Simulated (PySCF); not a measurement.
A calculated (r2SCAN, PySCF 2.14, x2c-QZVPPall with one added diffuse shell each of s, p, d, f, g type, the spin-free X2C one-electron Hamiltonian (Gaussian nucleus)) atom or ion has these occupied shells.

```csv
shell,electrons,orbital energy (eV),"rms radius, mean of both spins (bohr)"
1s α,1,-26544.8,0.0349
1s β,1,-26544.8,0.0349
2s α,1,-3969.6,0.143
2s β,1,-3969.3,0.143
2p α,3,-3562.5,0.127
2p β,3,-3562.2,0.127
3s α,1,-758.90,0.382
3s β,1,-758.76,0.382
3p α,3,-624.06,0.384
3p β,3,-623.88,0.384
3d α,5,-412.75,0.365
3d β,5,-412.45,0.365
4s α,1,-124.65,0.935
4s β,1,-123.27,0.935
4p α,3,-84.688,1.02
4p β,3,-83.294,1.02
4d α,5,-26.986,1.33
4d β,4,-25.761,1.33
5s α,1,-16.439,2.66
5p α,1,-10.203,3.27
```

Name the element and its charge.

Cd⁺ (cadmium, charge +1), in [Kr] 4d9 5s1 5p1, one real determinant (an excited configuration).
